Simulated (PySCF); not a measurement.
# Manganese: a sound run and one with changed settings

Sound run: Mn²⁺ [Ar] 3d5, Mn³⁺ [Ar] 3d4. Computed with PySCF 2.14 in cc-pVDZ, with the non-relativistic Hamiltonian (point nucleus). In the sound run the correlated levels freeze [Ar]. The sound run starts from symmetry-adapted Hartree-Fock orbitals and uses a fine grid where one is needed.

Changed run: the spin-free X2C one-electron Hamiltonian (Gaussian nucleus). This setting is unsound on purpose.

| species | method | sound run (hartree) | changed run (hartree) | converged |
| --- | --- | --- | --- | --- |
| Mn²⁺ | UHF | -1149.10697 | -1155.35366 | yes |
| Mn²⁺ | PBE0 | -1149.94417 | -1156.18940 | yes |
| Mn²⁺ | TPSS | -1150.17326 | -1156.41829 | yes |
| Mn²⁺ | MP2 | -1149.16011 | -1155.40700 | yes |
| Mn³⁺ | UHF | -1147.90319 | -1154.15451 | yes |
| Mn³⁺ | PBE0 | -1148.68457 | -1154.93444 | yes |
| Mn³⁺ | TPSS | -1148.91826 | -1155.16794 | yes |
| Mn³⁺ | MP2 | -1147.92809 | -1154.17947 | yes |

Ionisation energy of Mn²⁺:

| method | sound run (eV) | changed run (eV) |
| --- | --- | --- |
| UHF | 32.757 | 32.630 |
| PBE0 | 34.276 | 34.149 |
| TPSS | 34.150 | 34.024 |
| MP2 | 33.525 | 33.403 |
| SCS-MP2 | 33.013 | 32.888 |

Most of the change in total energy is the relativistic energy itself. On top of that the contraction fixes the core shape for the Hamiltonian it was made with, so the changed run is not a good calculation with the other Hamiltonian either.

For comparison, NIST gives 33.668 ± 0.012 eV between the lowest levels.
